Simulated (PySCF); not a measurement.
Constitutional and geometric isomers with formula C2H4B2. All species are isolated molecules in the gas phase. One relaxed conformer stands for each flexible species; it need not be the lowest. Strings in code marks are SMILES. All members: neutral, multiplicity 1. Level: TPSSh-D3(BJ)/def2-TZVP // CAM-B3LYP-D3(BJ)/def2-TZVP (PySCF). Delta-SCF ions had no search for a lower state.  The removal energy is E(N − 1 electrons) − E(N electrons) at the parent's geometry; ε(HOMO) is measured against the vacuum level.

```tsv
species	−ε(HOMO) (eV)	vertical ionisation energy (Delta-SCF) (eV)
`B1=BCC1`	4.78	withheld
`[H]/B=C/C=B/[H]` (B–C–C–B torsion 0°)	4.82	7.33
`B=C=BC`	6.50	9.21
`BBC#C` (H–B–B–C torsion 91°)	7.04	9.71
`CB1B=C1`	7.09	9.88
`CC1=BB1`	7.24	10.00
`BC1=CB1` (H–B–C–C torsion 92°)	7.25	10.12
`BC#CB`	7.99	10.62
```

Q: Fit vertical ionisation energy (Delta-SCF) = a + b·x to the 7 complete rows by least squares, with x = −ε(HOMO) in eV. Give a, b and the rms residual, and predict the withheld value.

A: Means of the 7 rows: x̄ = 6.8471, ȳ = 9.5529 eV. Σ(x − x̄)² = 5.9487 and Σ(x − x̄)(y − ȳ) = 6.3586, so b = 1.069 and a = ȳ − b·x̄ = 2.233 eV. The rms residual is 0.088 eV. At x = 4.78 the line gives 7.34 eV, outside the range of the fitted rows. The run for `B1=BCC1` gave 7.28 eV, so the line is off by 0.06 eV, within twice the rms residual.

Codes: PySCF.
